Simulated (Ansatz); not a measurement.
Two isomers of C2H7NSi: A = `C=C(N)[SiH3]`, B = `NC1C[SiH2]1`.

Calculated with Ansatz (gas phase, PBE0-D4/def2-TZVP geometries, no zero-point term in ΔE). CCSD(T)/CBS adds triple-zeta CCSD(T) − MP2 to the extrapolated MP2 energy (def2 sets, frozen cores). Functionals use def2-TZVPP. B3LYP here is the variant with VWN-RPA as its local correlation; programs differ in this. Each species was taken in one conformer, which may not be the lowest.

(1) Which is lower in electronic energy at CCSD(T)/CBS, and by how much? (Best estimate.)

(2) Give E(B) − E(A) in kcal/mol with r2SCAN-D4, CCSD(T)/def2-SVP, B2PLYP, CCSD/def2-TZVPP, B3LYP-D4, LDA (SPW92), MP2/def2-TZVPP. (An estimate is asked.)

(3) Does the order hold for the free energy at 298.15 K (harmonic terms from PBE0-D4)? (An estimate is asked.)

Largest T1 diagnostic: 0.012.

Answers

(1) The calculation gave: A, by 14.9 kcal/mol.

(2) The calculation gave: r2SCAN-D4 14.3, CCSD(T)/def2-SVP 15.8, B2PLYP 16.6, CCSD/def2-TZVPP 15.2, B3LYP-D4 17.9, LDA (SPW92) 10.1, MP2/def2-TZVPP 13.5. None reverses the order clearly.

(3) Computed: Yes: G(B) − G(A) = +17.3 kcal/mol, for one conformer each.

From PBE to PBE0 (25 % exact exchange), in def2-TZVPP and without D4, E(B) − E(A) moves by −0.9 kcal/mol. In def2-TZVPP, CCSD(T) changes the Hartree–Fock value by −6.4 kcal/mol (the triples alone add −0.1 kcal/mol) and MP2 by −8.0 kcal/mol.
